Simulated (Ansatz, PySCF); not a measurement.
Process, species as SMILES: CC(C)CCO + H+ → CC(C)CC[OH2+]
Geometries: B3LYP-D3(BJ)/def2-TZVP minima from Ansatz (a quantum-chemistry and plane-wave program), one conformer each, not searched for the lowest.

Wanted: proton affinity (enthalpy at 298 K, with B3LYP-D3(BJ) rigid-rotor harmonic-oscillator terms from PySCF), positive where the reaction releases energy, in eV. Cores are frozen in the correlated levels unless marked. Spin-orbit coupling is left out. Non-relativistic. Basis-set limits of correlation are two-point, X^-3; Hartree-Fock from the larger set. The bracket is a focal-point correction in the basis named.

RI-MP2/CBS(cc-pVTZ,cc-pVQZ)+[CCSD(T)-MP2]/cc-pVTZ (Ansatz) gives 8.20 eV.

### Question
Another calculation gave 8.23 eV. Which level was it?
A) r2SCAN/def2-TZVPD (Ansatz)
B) SVWN5/def2-TZVPD (Ansatz)
C) wB97M-V/def2-TZVPD (Ansatz)

### Answer
A, r2SCAN/def2-TZVPD (Ansatz). The others give 8.10 (wB97M-V), 7.91 (SVWN5) eV.
